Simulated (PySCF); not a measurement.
Atom-mapped SMILES (the numbers label the heavy atoms): `[Cl:1][CH2:2][CH2:3][B:4]([Cl:5])[Cl:6]` (H(Xn): hydrogen on atom n).

Geometry: PBE0-D3(BJ)/def2-SVP; GIAO shifts from PySCF, gas phase, non-relativistic, averaged over equivalent atoms.

At BHandHLYP/pcSseg-2 (293 basis functions, 73 s wall time on 1 thread of an Arm Neoverse N1, shared host):
| atoms | δ (ppm) |
| --- | --- |
| Cl5/Cl6 | 235.0 |
| Cl1 | 94.7 |
| C2 | 46.1 |
| C3 | 35.9 |
| B4 | 67.9 |
| H(C2) | 3.54 |
| H(C3) | 1.96 |

Scale: ³⁵Cl (935.37 ppm) against HCl; ¹³C (184.26 ppm), ¹H (31.45 ppm) against TMS; BF3·OEt2 for ¹¹B (103.56 ppm) (reference shieldings calculated alike).

Predict the values at mPW1PW91/pcSseg-2 on the same geometry.

## Answers


```json
{"atoms": "Cl5/Cl6", "δ at mPW1PW91/pcSseg-2": "269.4", "change": "+34.4"}
{"atoms": "Cl1", "δ at mPW1PW91/pcSseg-2": "109.1", "change": "+14.4"}
{"atoms": "C2", "δ at mPW1PW91/pcSseg-2": "47.1", "change": "+1.0"}
{"atoms": "C3", "δ at mPW1PW91/pcSseg-2": "37.5", "change": "+1.6"}
{"atoms": "B4", "δ at mPW1PW91/pcSseg-2": "66.1", "change": "-1.8"}
{"atoms": "H(C2)", "δ at mPW1PW91/pcSseg-2": "3.60", "change": "+0.06"}
{"atoms": "H(C3)", "δ at mPW1PW91/pcSseg-2": "2.05", "change": "+0.09"}
```

Chemical shifts δ = σref − σ; ³⁵Cl (937.51 ppm) against HCl; ¹³C (183.53 ppm), ¹H (31.29 ppm) vs TMS; ¹¹B (99.12 ppm) against BF3·OEt2, all at this level.

The largest change is at Cl5/Cl6 (chlorine bonded to B). Cost: 293 basis functions, 77 s wall time on 1 thread of an Arm Neoverse N1, shared host.

A carbon bonded to boron is broadened by the quadrupolar boron nucleus and is often missing from a measured spectrum. Carbons that carry Cl, above all several Cl atoms, come out too deshielded, partly because spin–orbit coupling is missing.
